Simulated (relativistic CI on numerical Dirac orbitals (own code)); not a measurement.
Calculated levels, Ir XXVII

Calculated at this level of theory: Dirac-Coulomb-Breit CI, orbitals from a KLI potential per configuration, model QED, unscaled Slater integrals (own radial code, finite nucleus).

Configuration list (outside the closed core [Ar] 3d10): 4s2.4p6.4d10.4f5, 4s2.4p6.4d10.4f4.5s, 4s2.4p6.4d9.4f6, 4s2.4p6.4d10.4f3.5s2, 4s2.4p6.4d10.4f4.5p, 4s2.4p6.4d10.4f3.5s.5p, 4s2.4p6.4d10.4f3.5p2, 4s2.4p6.4d10.4f4.5d, 4s2.4p5.4d10.4f6, 4s2.4p6.4d10.4f3.5s.5d, 4s.4p6.4d10.4f6, 4s2.4p6.4d10.4f4.6p, 4p6.4d10.4f7. Levels of other configurations are missing.

```
No.     Configuration  Term     J   E (eV)    %  Next component (%)
 41  4s2.4p6.4d10.4f5   4H°   9/2  13.6860   29              24 4G°
 42  4s2.4p6.4d10.4f5   4G°   7/2  13.7551   36              21 4H°
 43  4s2.4p6.4d10.4f5   4G°   7/2  13.8558   36              36 4F°
 44  4s2.4p6.4d10.4f5   4K°  17/2  13.9194   56              22 4M°
 45  4s2.4p6.4d10.4f5   4G°   5/2  14.1839   75              11 2F°
 46  4s2.4p6.4d10.4f5   2H°  11/2  14.3489   26              23 4G°
 47  4s2.4p6.4d10.4f5   2P°   3/2  14.5266   35              23 4P°
 48  4s2.4p6.4d10.4f5   4G°  11/2  14.6140   44              25 2H°
 49  4s2.4p6.4d10.4f5   4F°   9/2  14.6980   51              17 4H°
 50  4s2.4p6.4d10.4f5   6P°   7/2  14.7184   53              25 4D°
 51  4s2.4p6.4d10.4f5   4K°  15/2  14.7551   55              27 4L°
 52  4s2.4p6.4d10.4f5   4L°  19/2  14.8679   32              31 4M°
 53  4s2.4p6.4d10.4f5   4P°   1/2  15.0753   69              24 4D°
 54  4s2.4p6.4d10.4f5   4I°  15/2  15.1426   41              33 2K°
 55  4s2.4p6.4d10.4f5   4G°   9/2  15.2927   49              20 4I°
 56  4s2.4p6.4d10.4f5   4F°   5/2  15.4826   36              20 2D°
 57  4s2.4p6.4d10.4f5   4F°   3/2  15.5434   34              33 2D°
 58  4s2.4p6.4d10.4f5   4G°   5/2  15.7348   32              24 2F°
 59  4s2.4p6.4d10.4f5   2N°  19/2  15.7562   63              34 4L°
 60  4s2.4p6.4d10.4f5   4F°   9/2  15.8746   42              25 2G°
 61  4s2.4p6.4d10.4f5   2O°  21/2  15.9143   53              33 4M°
 62  4s2.4p6.4d10.4f5   4I°  11/2  15.9782   54              22 2H°
 63  4s2.4p6.4d10.4f5   4F°   7/2  16.4100   52              19 4D°
 64  4s2.4p6.4d10.4f5   2M°  17/2  16.4533   61              23 4L°
 65  4s2.4p6.4d10.4f5   2H°   9/2  16.6319   39              23 4H°
 66  4s2.4p6.4d10.4f5   4H°  13/2  16.6610   40              33 2K°
 67  4s2.4p6.4d10.4f5   4I°  15/2  16.6757   37              30 2L°
 68  4s2.4p6.4d10.4f5   2K°  13/2  17.0558   40              29 4I°
 69  4s2.4p6.4d10.4f5   2F°   5/2  17.0855   23              19 2D°
 70  4s2.4p6.4d10.4f5   2I°  11/2  17.1909   25              24 4G°
 71  4s2.4p6.4d10.4f5   4P°   5/2  17.2268   43              19 4F°
 72  4s2.4p6.4d10.4f5   4G°   7/2  17.6107   43              23 2F°
 73  4s2.4p6.4d10.4f5   2I°  13/2  17.6957   27              22 4I°
 74  4s2.4p6.4d10.4f5   4K°  11/2  17.8221   26              23 2I°
 75  4s2.4p6.4d10.4f5   4H°   7/2  17.9154   49              25 2G°
 76  4s2.4p6.4d10.4f5   4F°   3/2  18.2865   25              23 4P°
 77  4s2.4p6.4d10.4f5   2I°  11/2  18.3427   33              31 4H°
 78  4s2.4p6.4d10.4f5   2L°  17/2  18.5280   44              33 4K°
 79  4s2.4p6.4d10.4f5   2O°  23/2  18.5617  100                    
 80  4s2.4p6.4d10.4f5   2F°   7/2  18.6761   51              36 2G°
 81  4s2.4p6.4d10.4f5   4D°   1/2  18.7287   37              34 4P°
 82  4s2.4p6.4d10.4f5   4G°   9/2  18.7545   45              19 4I°
 83  4s2.4p6.4d10.4f5   2L°  15/2  18.7863   47              42 4I°
 84  4s2.4p6.4d10.4f5   4I°  13/2  18.9997   41              26 2K°
 85  4s2.4p6.4d10.4f5   2D°   3/2  19.0788   44              28 4P°
 86  4s2.4p6.4d10.4f5   2H°  11/2  19.3121   43              26 4G°
 87  4s2.4p6.4d10.4f5   2F°   7/2  19.5141   45              25 2G°
 88  4s2.4p6.4d10.4f5   2H°   9/2  19.5491   34              25 2G°
 89  4s2.4p6.4d10.4f5   4G°   5/2  19.8853   40              23 4P°
 90  4s2.4p6.4d10.4f5   2L°  17/2  20.1528   83              12 4K°
 91  4s2.4p6.4d10.4f5   4P°   1/2  20.2975   54              32 4D°
 92  4s2.4p6.4d10.4f5   2M°  19/2  20.3421   62              18 4L°
 93  4s2.4p6.4d10.4f5   2D°   5/2  20.3879   48              30 2F°
 94  4s2.4p6.4d10.4f5   2H°   9/2  20.6162   40              17 2G°
 95  4s2.4p6.4d10.4f5   2H°  11/2  20.6677   37              25 4G°
 96  4s2.4p6.4d10.4f5   2N°  21/2  20.8210   53              38 2O°
 97  4s2.4p6.4d10.4f5   4H°  13/2  20.8411   49              41 4K°
 98  4s2.4p6.4d10.4f5   2P°   3/2  20.8592   24              22 4F°
 99  4s2.4p6.4d10.4f5   4H°   7/2  20.8780   44              26 4G°
100  4s2.4p6.4d10.4f5   4K°  15/2  20.9041   75              11 2L°
101  4s2.4p6.4d10.4f5   4H°  11/2  20.9939   37              26 2H°
102  4s2.4p6.4d10.4f5   4G°   9/2  21.0265   32              31 2H°
103  4s2.4p6.4d10.4f5   2I°  13/2  21.2032   25              21 4K°
104  4s2.4p6.4d10.4f5   2D°   5/2  21.3098   39              25 2F°
105  4s2.4p6.4d10.4f5   2H°  11/2  21.4097   32              18 4K°
106  4s2.4p6.4d10.4f5   4K°  17/2  21.5555   73              22 2L°
107  4s2.4p6.4d10.4f5   2H°   9/2  22.1496   64              26 4H°
108  4s2.4p6.4d10.4f5   4F°   3/2  22.2644   30              24 4P°
109  4s2.4p6.4d10.4f5   2F°   5/2  22.2916   25              20 4F°
110  4s2.4p6.4d10.4f5   2I°  13/2  22.3428   58              20 2K°
```

Energies count from the lowest computed level; ° marks odd parity.

The mean weight of the leading LS term, summed over parents, in these 70 levels is 45 %, and that of the leading jj configuration (from the same eigenvectors) 59 %, so jj coupling describes them better and the LS labels are nominal.

At this charge energies of transitions that change n are usually good to better than 1 %, and those within a shell (Δn = 0) to a few per cent. Terms inside the open d or f shell come out 10 to 20 % too wide with unscaled integrals.

LS names give the leading component of a level, which can be under half, so a name can repeat, a term be missing and a line seem to break the LS rules.
